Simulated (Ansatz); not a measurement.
Geometry optimisation, RHF/def2-SVP (Ansatz).

input.yaml

```yaml
crystal:
  periodic: [false, false, false]
  atoms:
    - { symbol: Ge, position_ang: [-0.090195, -0.210286, -0.008978] }
    - { symbol: Cl, position_ang: [-0.076199, -0.368213, 2.18296] }
    - { symbol: Cl, position_ang: [1.924833, -0.3712, -0.741552] }
    - { symbol: H, position_ang: [-0.677683, 1.128746, -0.404579] }
    - { symbol: H, position_ang: [-0.859928, -1.414997, -0.523674] }
    - { symbol: H, position_ang: [1.193541, 2.066732, 0.88446] }
    - { symbol: H, position_ang: [1.01673, 1.880119, 1.546264] }
basis:
  gaussian: { orbitals: def2-SVP }
hamiltonian:
  xc: hf
relax:
  f_tol: 0.03
  max_steps: 50
```

Run as:

```bash
$ ansatz run input.yaml --threads 1 --pin off --max-ram 2048MiB --backend cpu --events-out ev --progress --plain --runs-dir out
```

Q: Where does it end, and by what steps?

A: It converged. The force dipped under the threshold on the way, but the program's further checks kept it going. After 18 steps the energy has fallen by 0.252 eV; H6 moved furthest, 1.16 Å.

```json
{"step": "0", "energy less start (eV)": "0.0000", "largest force component (eV/Å)": "1.328", "accepted": "yes"}
{"step": "1", "energy less start (eV)": "-0.1533", "largest force component (eV/Å)": "0.183", "accepted": "yes"}
{"step": "2", "energy less start (eV)": "-0.2060", "largest force component (eV/Å)": "0.204", "accepted": "yes"}
{"step": "3", "energy less start (eV)": "-0.2341", "largest force component (eV/Å)": "0.113", "accepted": "yes"}
{"step": "4", "energy less start (eV)": "-0.2441", "largest force component (eV/Å)": "0.136", "accepted": "yes"}
{"step": "5", "energy less start (eV)": "-0.2486", "largest force component (eV/Å)": "0.015", "accepted": "yes"}
{"step": "6", "energy less start (eV)": "-0.2491", "largest force component (eV/Å)": "0.025", "accepted": "yes"}
{"step": "7", "energy less start (eV)": "-0.2494", "largest force component (eV/Å)": "0.031", "accepted": "yes"}
{"step": "8", "energy less start (eV)": "-0.2497", "largest force component (eV/Å)": "0.039", "accepted": "yes"}
{"step": "9", "energy less start (eV)": "-0.2500", "largest force component (eV/Å)": "0.061", "accepted": "yes"}
{"step": "10", "energy less start (eV)": "-0.2502", "largest force component (eV/Å)": "0.097", "accepted": "yes"}
{"step": "11", "energy less start (eV)": "-0.2506", "largest force component (eV/Å)": "0.106", "accepted": "yes"}
{"step": "12", "energy less start (eV)": "-0.2499", "largest force component (eV/Å)": "0.176", "accepted": "no"}
{"step": "13", "energy less start (eV)": "-0.2513", "largest force component (eV/Å)": "0.039", "accepted": "yes"}
{"step": "14", "energy less start (eV)": "-0.2515", "largest force component (eV/Å)": "0.010", "accepted": "yes"}
{"step": "15", "energy less start (eV)": "-0.2512", "largest force component (eV/Å)": "0.214", "accepted": "no"}
{"step": "16", "energy less start (eV)": "-0.2519", "largest force component (eV/Å)": "0.038", "accepted": "yes"}
{"step": "17", "energy less start (eV)": "-0.2506", "largest force component (eV/Å)": "0.283", "accepted": "no"}
{"step": "18", "energy less start (eV)": "-0.2523", "largest force component (eV/Å)": "0.016", "accepted": "yes"}
```

```xyz
7
Properties=species:S:1:pos:R:3
Ge -0.263 -0.541 -0.162
Cl -0.186 -0.535 1.992
Cl 1.751 -0.647 -0.912
H -0.878 0.770 -0.618
H -1.003 -1.791 -0.604
H 1.666 2.989 1.407
H 1.343 2.466 1.832
```

Whether the end is a true minimum wasn't checked by a vibrational analysis.

Run time: 35 s on 1 thread of Arm Neoverse V1, with other jobs on the host, peak memory 0.17 GiB.
